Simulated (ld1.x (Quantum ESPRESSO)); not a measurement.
# What one change does to a pseudopotential (O, RRKJ)

ld1.x (Quantum ESPRESSO) 7.5 input, shortened:

```
&input
   title='O', zed=8., rel=0, dft='PBE', iswitch=3,
   config='[He] 2s2 2p4'
 /
 &inputp
   pseudotype=2, tm=.false., rho0=0.01, lloc=1,
   nlcc=.false.
 /
2
2S  1  0   2.00   0.00  0.80  0.80  0.0
2P  2  1   4.00   0.00  1.60  1.60  0.0
 &test
   configts(1)='2s2 2p4'
 /
```

All-electron outer shells of the reference configuration (PBE, non-relativistic, ld1.x):

```tsv
shell	level (eV)	outermost node (bohr)	outermost maximum (bohr)
2s	-23.91	0.28	0.87
2p	-9.04	–	0.82
```

Change: wave 2p (bound): rc 1.60 bohr becomes 2p (bound): rc 1.78 bohr.

Cutoffs: the cutoffs (Ry, on a coarse ladder) from which the occupation-weighted sum of valence levels, in a spherical-Bessel basis at the reference potential, stays within 10 and 1 mRy of its value at 400 Ry; they do not see the model core or the augmentation charge, which bear on the density cutoff. Errors are all-electron minus pseudo energies relative to the spin-unpolarised reference configuration.

**Question.** How do hardness, ghosts and transferability respond?

**Answer.** The potential gets neither clearly harder nor softer (120 Ry and 180 Ry → 120 Ry and 180 Ry); of the 7 tests that both files solve, the error grows in 5 and shrinks in 2 by more than 15 % and 0.3 meV (median size 6.4 → 3.7 meV); neither file shows a bound ghost.

```tsv
quantity	base	changed
cutoff, loose	120 Ry	120 Ry
cutoff, tight	180 Ry	180 Ry
loose cutoff by channel (10 mRy a level)	s 110 Ry, p 45 Ry	s 110 Ry, p 40 Ry
bound ghosts	none	none
error for 2s2 2p3, meV [ΔE 16.44 eV]	-4.2	-1.0
error for 2s2 2p2, meV [ΔE 50.03 eV]	+112	+197
error for 2s2 2p1, meV [ΔE 103.90 eV]	+756	+1166
error for 2s2 2p3.5, meV [ΔE 6.29 eV]	-3.0	-3.7
error for 2s2 2p4.3, meV [ΔE -2.12 eV]	-1.4	-2.0
error for 2s1 2p4, meV [ΔE 31.61 eV]	-81	-129
error for 2s1 2p5, meV [ΔE 14.90 eV]	+6.4	+1.7
```
